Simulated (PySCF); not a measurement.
**C⁺: excitation energy**

C⁺ [He] 2s2 2p1 (2P) → C⁺ [He] 2s1 2p1 3d1 (high-spin determinant), as a difference of total energies. Calculation: PySCF 2.14, in x2c-QZVPPall with one added diffuse shell each of s, p, d, f type (8s5p4d3f1g, 73 functions); scalar relativity by spin-free X2C-1e. Correlated levels: valence and next inner shell: nothing frozen. The calculations carry no spin-orbit coupling.

```tsv
method	excitation energy (eV)
UHF	22.739
MP2 (valence and next inner shell)	24.011
SCS-MP2 (valence and next inner shell)	24.361
CCSD (valence and next inner shell)	24.468
CCSD(T) (valence and next inner shell)	24.498
```

Question: How much does correlation contribute at CCSD(T) (valence and next inner shell)?

Answer: 24.498 − (22.739) = 1.759 eV, measured against UHF.

The promoted electron is Rydberg-like, and one or two diffuse shells describe it only roughly, which tends to raise the upper state.

The determinant of the upper state mixes LS terms, which raises its energy above the lowest term, most at the Hartree-Fock and MP2 levels.
